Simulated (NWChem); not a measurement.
System: BHICl; SMILES ClBI

The following NWChem deck was run.

```
start job
memory heap 200 mb stack 900 mb global 1100 mb
geometry units angstroms
  B     -0.778725    -1.033851     0.000000
  Cl     0.224520    -2.458879     0.000000
  H     -1.982323    -1.141436     0.000000
  I      0.054147     0.925166     0.000000
end
basis spherical
  B library sto-3g
  Cl library sto-3g
  H library sto-3g
  I library sto-3g
end
dft
  xc hfexch
  iterations 150
end
driver
  maxiter 120
end
task dft optimize
task dft freq
```

The level has its own optimisation; frequencies are unscaled.

### Question
Predict the main results of this run. (Hartree-Fock/STO-3G, non-relativistic.) Quantities: r B–Cl (Å); r B–H (Å); r B–I (Å); highest harmonic frequency (cm⁻¹); lowest (cm⁻¹); zero-point energy (kcal/mol); dipole (D).

### Answer
```json
{
  "r B–Cl (Å)": "1.774",
  "r B–H (Å)": "1.162",
  "r B–I (Å)": "2.091",
  "highest harmonic frequency (cm⁻¹)": "3263",
  "lowest (cm⁻¹)": "238",
  "zero-point energy (kcal/mol)": "10.4",
  "dipole (D)": "1.27"
}
```
